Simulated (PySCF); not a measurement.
C5H11Si, SMILES [CH2][Si](C)(C)C=C, multiplicity 2. Geometry: PBE-D3(BJ)/def2-SVP. The isomer is the one that the SMILES or the coordinates give; other isomers of the formula were not compared. The values are those of a single conformer.

**Question.** Give the equilibrium geometry at PBE-D3(BJ)/def2-SVP (PySCF confirms it by a frequency run) as Cartesian coordinates in Å. (Estimate from the structure and the level; the computed values follow.)

**Answer.** Several could match; the one computed here: 
```xyz
17

C     -0.5633    -0.5827     1.9314
Si    -0.3108    -0.1872     0.1265
C     -0.9765    -1.6134    -0.9263
C     -1.1713     1.4416    -0.3079
C      1.5458    -0.0121    -0.1937
C      2.1568     1.1189    -0.6015
H     -0.6717    -1.6119     2.3170
H     -0.5400     0.1948     2.7156
H     -0.4564    -2.5622    -0.6810
H     -0.8244    -1.4121    -2.0063
H     -2.0614    -1.7645    -0.7511
H     -2.2655     1.3585    -0.1497
H     -0.7995     2.2733     0.3247
H     -0.9979     1.7125    -1.3696
H      2.1776    -0.9057    -0.0229
H      3.2466     1.1733    -0.7736
H      1.5948     2.0513    -0.7867
```
Charge 0, spin multiplicity 2.
